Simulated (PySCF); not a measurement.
C₈H₁₄OSi, SMILES CC(C)(C)[SiH2]c1occc1 (GFN2-xTB optimised geometry):

```
24

C     -2.727    -2.714    -1.622
C     -1.787    -1.509    -1.559
C     -0.914    -1.495    -2.816
C     -2.624    -0.229    -1.523
Si    -0.686    -1.627     0.011
C      0.583    -0.249     0.000
C      1.952    -0.249     0.000
C      2.363     1.102     0.000
C      1.216     1.835     0.002
O      0.143     1.033     0.002
H     -2.163    -3.643    -1.673
H     -3.367    -2.753    -0.743
H     -3.365    -2.654    -2.504
H     -0.247    -0.635    -2.816
H     -1.535    -1.443    -3.710
H     -0.307    -2.396    -2.878
H     -1.988     0.650    -1.469
H     -3.287    -0.224    -0.660
H     -3.238    -0.151    -2.421
H     -1.528    -1.514     1.209
H      0.055    -2.893     0.020
H      2.581    -1.116    -0.001
H      3.367     1.477    -0.001
H      1.042     2.893     0.002
```

Method: B3LYP/def2-SVP (PySCF).

Q: What are the frontier orbital energies and the dipole moment?

A: HOMO-2 -7.85 eV, HOMO-1 -7.66 eV, HOMO -6.32 eV, LUMO -0.20 eV, LUMO+1 1.31 eV; dipole moment 0.76 D.

Meta-Löwdin charges at B3LYP/def2-SVP: C1 -0.28, C2 -0.13, C3 -0.28, C4 -0.29, Si5 0.63, C6 -0.08, C7 -0.15, C8 -0.17, C9 0.05, O10 -0.23, H11 0.09, H12 0.09, H13 0.09, H14 0.09, H15 0.09, H16 0.09, H17 0.09, H18 0.09, H19 0.09, H20 -0.11, H21 -0.11, H22 0.12, H23 0.12, H24 0.12.
